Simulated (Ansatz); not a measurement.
A geometry relaxed with PBE0-D4/def2-SVP (Ansatz, a quantum-chemistry and plane-wave program), charge 0, multiplicity 1:

```xyz
23

H     -2.4867    -1.3813    -0.4213
H      1.7573    -1.7530     0.2927
H      2.4537     1.8192     0.0543
H     -1.3385    -1.7523    -1.7212
C     -1.4749    -1.1682    -0.7982
H      1.2857     0.4521    -1.6219
C     -0.4185    -1.4948     0.2606
C      2.3199     0.7125     0.1932
C     -1.2880     0.3547    -1.0412
O      3.0506     0.0979     0.9226
H      0.1381     3.0340    -0.6810
H     -1.1819     2.7103     0.8995
H     -0.5870    -2.4511     0.7766
H     -0.9825     0.5955    -2.0696
C     -0.4728    -0.2363     1.1331
B     -0.3836     2.2710     0.1029
H     -1.4587    -0.0590     1.5906
C      1.1522     0.1412    -0.5710
C     -0.1652     0.7426    -0.0120
H      1.0434    -1.9367    -1.3262
C      0.9720    -1.3784    -0.3810
H      0.2914    -0.2212     1.9261
H     -2.2261     0.9012    -0.8456
```

Question: Write the SMILES of this molecule.

Answer: `B[C@@]12CC[C@@H](C[C@@H]1C=O)C2`
